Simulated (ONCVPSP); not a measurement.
**Pseudopotential generation for Zn: ONCV, PBEsol, fully relativistic.**

zinc, optimised norm-conserving Vanderbilt (ONCV), made with ONCVPSP 4.0.1 (PBEsol, fully relativistic). Core [Ne], reference 3s2 3p6 3d10 4s2. Waves: 3s+4s: rc 1.15 bohr, ncon 5, nbas 8, qcut 7.9 1/bohr, 2 projectors; 3p: rc 0.95 bohr, ncon 4, nbas 7, qcut 14.8 1/bohr, 1 projector; 3d: rc 0.90 bohr, ncon 3, nbas 8, qcut 20.4 1/bohr, 2 projectors, debl 1 Ha. Local part: polynomial inside 0.85 bohr (lpopt 5, dvloc0 3 Ha). Core correction: none.

Open shells are filled in proportion to 2j + 1.

Poles of the logarithmic derivatives, all-electron (AE) and pseudo (PS). s: poles at -4.0 (AE) and -4.0 (PS) Ha. p3/2: poles at -0.6 (AE) and -0.6 (PS) Ha. p1/2: poles at -0.8 (AE) and -0.8 (PS) Ha. d5/2: poles at 2.4 (AE) and 2.4 (PS) Ha. d3/2: poles at 2.4 (AE) and 2.4 (PS) Ha. Test radii: s 1.17, p3/2 0.96, p1/2 0.96, d5/2 0.91, d3/2 0.91 bohr.

- Cutoffs needed: 137 Ha and 157 Ha (the cutoffs (Ha) at which the residual kinetic energy of the hardest occupied pseudo-wave falls to 1 and 0.1 mHa per electron)
- Ghost test: no bound ghost flagged; no localised positive-energy state flagged
- Largest excitation error: +38 meV (all-electron minus pseudo) for 3s2 3p5 3d10 4s2, out of 4 test configurations
